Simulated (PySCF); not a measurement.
Fine-structure interval of Os⁴⁵⁺ by level of theory

Os⁴⁵⁺ [Ar] 3d10 4s2 4p1 [4p1/2^1, M_J = 1/2] → Os⁴⁵⁺ [Ar] 3d10 4s2 4p1 [4p3/2^1, M_J = 3/2], as a difference of total energies. Computed with PySCF 2.14 in an uncontracted even-tempered set (16 s from 6 bohr⁻², ratio 2.8; 13 p from 7.8 bohr⁻², ratio 2.8; 8 d from 14 bohr⁻², ratio 2.8; 4 f from 33 bohr⁻², ratio 3), with the two-component X2C-1e Hamiltonian. Correlated levels: [Ne] frozen; the 72 highest virtual spinors dropped. "Screened" scales the spin-orbit matrix elements by Boettger's factors to mimic the two-electron term; Breit and QED terms are absent.

```
                    method  fine-structure interval (cm⁻¹)
 GHF (screened spin-orbit)                          909770
GMP2 (screened spin-orbit)                          907070
     GHF (bare spin-orbit)                          937220
```
